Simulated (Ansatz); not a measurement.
Reaction (substitution at a C–B bond): `NB(N)CO` + CH₃OH → `COCO` + `NBN`

Computed with Ansatz on PBE0-D4/def2-TZVP structures; ΔE is electronic, products minus reactants. CCSD(T)/CBS adds triple-zeta CCSD(T) − MP2 to the extrapolated MP2 energy (def2 sets, frozen cores). This one scheme is used for every species. DFT in def2-TZVPP. B3LYP here is the variant with VWN-RPA as its local correlation; programs differ in this. One conformer a species, not always the lowest.

`NB(N)CO`:

```xyz
12

N    -1.266   -0.723   -0.390
B     0.010   -0.125   -0.396
N     0.734    0.120   -1.585
C     0.636    0.287    1.007
O    -0.306    0.325    2.080
H    -1.750   -1.060   -1.202
H    -1.695   -0.975    0.484
H     0.435   -0.170   -2.499
H     1.622    0.587   -1.586
H     1.381   -0.462    1.300
H     1.186    1.238    0.944
H    -0.988    0.958    1.843
```

CH₃OH:

```xyz
6

C    -0.014    0.041    0.354
O    -0.045    0.434   -0.999
H    -0.164    0.940    0.951
H     0.949   -0.401    0.639
H    -0.812   -0.670    0.601
H     0.087   -0.343   -1.546
```

`COCO`:

Z-matrix (Å, degrees):
```
C
O 1 1.410
H 1 1.090 2 107.2
H 1 1.098 2 110.9 3 118.9
H 1 1.094 2 111.6 3 -119.7
C 2 1.391 1 113.3 3 -179.1
O 6 1.398 2 113.5 1 -67.9
H 6 1.095 2 105.4 1 169.5
H 6 1.097 2 111.0 1 50.4
H 7 0.962 6 108.0 2 -64.4
```

`NBN`:

```xyz
8

N     1.154    0.480    0.088
B    -0.082   -0.083    0.467
N    -1.089   -0.414   -0.461
H     1.417    0.689   -0.859
H     1.860    0.710    0.762
H    -0.285   -0.288    1.631
H    -1.962   -0.814   -0.175
H    -1.013   -0.280   -1.454
```

```csv
level,ΔE (kcal/mol),difference from CCSD(T)/CBS
B3LYP-D4,4.6,-1.2
PBE,4.5,-1.3
PBE0,5.0,-0.8
MP2/def2-TZVPP,5.4,-0.4
SCS-MP2/def2-TZVPP,4.6,-1.2
HF/def2-QZVPP,2.4,-3.4
MP2/def2-QZVPP,5.9,0.1
SCS-MP2/def2-QZVPP,5.1,-0.7
MP2/CBS(def2),6.3,0.5
CCSD/CBS(def2),5.9,0.1
CCSD(T)/CBS,5.8,0
```

Largest T1 diagnostic among the species: 0.011.

In def2-TZVPP, CCSD(T) changes the Hartree–Fock value by +2.6 kcal/mol (the triples alone add −0.1 kcal/mol) and MP2 by +3.1 kcal/mol.
